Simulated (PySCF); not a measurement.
## SMILES N#C/C=C/C(=O)OCF, C5H4FNO2

Geometry:
```tsv
atom	x (Å)	y (Å)	z (Å)
N1	-4.286	0.545	-0.007
C2	-3.143	0.474	-0.056
C3	-1.737	0.408	-0.111
C4	-1.070	-0.750	-0.143
C5	0.400	-0.834	-0.206
O6	1.019	-1.857	-0.296
O7	0.987	0.394	-0.124
C8	2.368	0.456	-0.273
F9	2.672	0.702	-1.577
H10	-1.219	1.358	-0.124
H11	-1.577	-1.705	-0.142
H12	2.847	-0.493	0.003
H13	2.733	1.304	0.316
```

Method: GIAO B3LYP/pcSseg-1 magnetisability, rotational g tensor and spin-rotation constants, non-relativistic, gas phase (PySCF 2.14.0). Geometry: GFN2-xTB.

(1) How diamagnetic is it, and how anisotropic?

(2) Split it along the inertial axes a, b, c into diamagnetic and paramagnetic parts about the centre of mass, with the quadrupole moment.

(3) And the rotational g tensor?

## Answers

(1) Isotropic -983 × 10⁻³⁰ J/T², or -59.2 × 10⁻⁶ cm³/mol; principal values -1193, -955, -801 × 10⁻³⁰ J/T², anisotropy 342 × 10⁻³⁰ J/T² (root of half the summed squared differences of the principal values). The susceptibility is in cgs units.

(2) 
| axis | χ (10⁻⁶ cm³/mol) | diamagnetic (10⁻⁶ cm³/mol) | paramagnetic (10⁻⁶ cm³/mol) | summed x² of all electrons (Å²) | quadrupole Θ (D Å) |
| --- | --- | --- | --- | --- | --- |
| a | -58.0 | -361.4 | 303.4 | 366.9 | -17.09 |
| b | -49.8 | -1643.0 | 1593.2 | 64.8 | +6.41 |
| c | -69.8 | -1831.6 | 1761.8 | 20.4 | +10.68 |

Anisotropies 2χaa − χbb − χcc = +3.5 and 2χbb − χaa − χcc = +28.2 × 10⁻⁶ cm³/mol. Θ is traceless in Buckingham's convention.

(3) 
| axis | rotational constant (GHz) | g | nuclear part | electronic part |
| --- | --- | --- | --- | --- |
| a | 4.1937 | -0.0637 | 0.5340 | -0.5977 |
| b | 0.7088 | -0.0181 | 0.5124 | -0.5305 |
| c | 0.6337 | -0.0110 | 0.5135 | -0.5245 |

Asymmetric top; isotopes 12C, 19F, 1H, 14N, 16O; no vibrational averaging.
